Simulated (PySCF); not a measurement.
# `NC(=O)CCOC(=O)[SiH2][SiH3]`: 4 charge schemes on one density

Compound: C₄H₁₁NO₃Si₂.
Cartesian coordinates in Å at the GFN2-xTB level; atoms count from 1:
```xyz
21
C4H11NO3Si2 angstrom
N     -1.721    2.410   -0.718
C     -1.961    2.500    0.602
O     -2.477    3.459    1.131
C     -1.523    1.259    1.382
C     -0.017    0.991    1.254
O      0.272   -0.372    0.915
C      0.103   -0.767   -0.344
O     -0.299   -0.042   -1.231
Si     0.687   -2.571   -0.585
Si     2.851   -2.473   -1.407
H     -1.288    1.588   -1.122
H     -1.977    3.178   -1.316
H     -1.806    1.392    2.425
H     -2.073    0.403    0.985
H      0.426    1.635    0.486
H      0.496    1.155    2.202
H      0.513   -3.195    0.729
H     -0.292   -3.164   -1.501
H      3.779   -1.886   -0.433
H      3.348   -3.815   -1.723
H      2.951   -1.669   -2.628
```

Density: PBE0/pcSseg-1 (PySCF); schemes: Mulliken, IAO, Hirshfeld and ESP-fitted. Isolated species at its GFN2-xTB geometry (one conformer only).

**Question.** For which atoms does the sign change between the 4 schemes (beyond +0.03 e in one, beyond −0.03 e in another)?

**Answer.** C5. Atomic charges aren't observables, and each scheme defines them in its own way.

**Question.** Do the Mulliken, IAO, Hirshfeld and ESP-fitted schemes agree on where the charge is lowest?

**Answer.** The schemes don't all agree: Mulliken O8 (-0.452); IAO N1 (-0.517); Hirshfeld O3 (-0.311); ESP-fitted N1 (-0.894).

**Question.** At which atom do the 4 schemes differ most?

**Answer.** At N1: from -0.894 (ESP-fitted) to -0.178 e (Hirshfeld), 0.716 e apart.

**Question.** Tabulate the Mulliken, IAO, Hirshfeld and ESP-fitted charges.

**Answer.** In e:

```tsv
atom	environment	Mulliken	IAO	Hirshfeld	ESP-fitted
N1	amide nitrogen	-0.394	-0.517	-0.178	-0.894
C2	amide carbonyl carbon	+0.345	+0.442	+0.170	+0.695
O3	amide oxygen	-0.422	-0.504	-0.311	-0.567
C4	sp3 carbon next to a carbonyl	-0.265	-0.333	-0.082	-0.406
C5	sp3 carbon bound to oxygen	+0.038	-0.070	+0.014	+0.268
O6	oxygen singly bound to a carbonyl carbon	-0.450	-0.326	-0.094	-0.463
C7	carbonyl carbon	+0.260	+0.284	+0.127	+0.622
O8	carbonyl oxygen	-0.452	-0.462	-0.221	-0.568
Si9	SiH2 silicon	+0.360	+0.420	+0.249	+0.141
Si10	SiH3 silicon	+0.186	+0.301	+0.231	+0.252
H11	amide N–H hydrogen	+0.219	+0.280	+0.094	+0.431
H12	amide N–H hydrogen	+0.192	+0.281	+0.138	+0.396
H13	methylene hydrogen	+0.149	+0.167	+0.052	+0.130
H14	methylene hydrogen	+0.158	+0.163	+0.045	+0.157
H15	methylene hydrogen	+0.138	+0.148	+0.039	+0.044
H16	methylene hydrogen	+0.146	+0.169	+0.059	+0.068
H17	Si–H hydrogen	-0.036	-0.088	-0.067	-0.048
H18	Si–H hydrogen	-0.036	-0.087	-0.064	-0.053
H19	Si–H hydrogen	-0.048	-0.089	-0.068	-0.077
H20	Si–H hydrogen	-0.051	-0.092	-0.069	-0.065
H21	Si–H hydrogen	-0.039	-0.085	-0.064	-0.064
```

Mean size of the charges over all atoms: ESP-fitted 0.305 e, IAO 0.253 e, Mulliken 0.209 e, Hirshfeld 0.116 e. Each set sums to the total charge, 0, to within 0.001 e. The Mulliken scheme counts on each atom the diagonal of the density matrix times the overlap matrix over that atom's basis functions.

**Question.** How many electrons does the Hirshfeld scheme count on C4?

**Answer.** Z − q = 6 − (-0.082) = 6.082.

**Question.** Sum the charges by element, for elements with more than one atom.

**Answer.** 
```csv
element,atoms,Mulliken,IAO,Hirshfeld,ESP-fitted
C,4,+0.379,+0.323,+0.228,+1.179
O,3,-1.324,-1.293,-0.626,-1.598
Si,2,+0.546,+0.721,+0.480,+0.394
H,11,+0.793,+0.767,+0.096,+0.919
```

**Question.** How closely do the schemes follow one another over all atoms?

**Answer.** Correlation coefficient and root-mean-square difference: Mulliken with IAO 0.98, 0.070 e; IAO with Hirshfeld 0.95, 0.166 e; IAO with ESP-fitted 0.92, 0.171 e; Mulliken with ESP-fitted 0.92, 0.191 e; Mulliken with Hirshfeld 0.91, 0.137 e; Hirshfeld with ESP-fitted 0.83, 0.288 e.
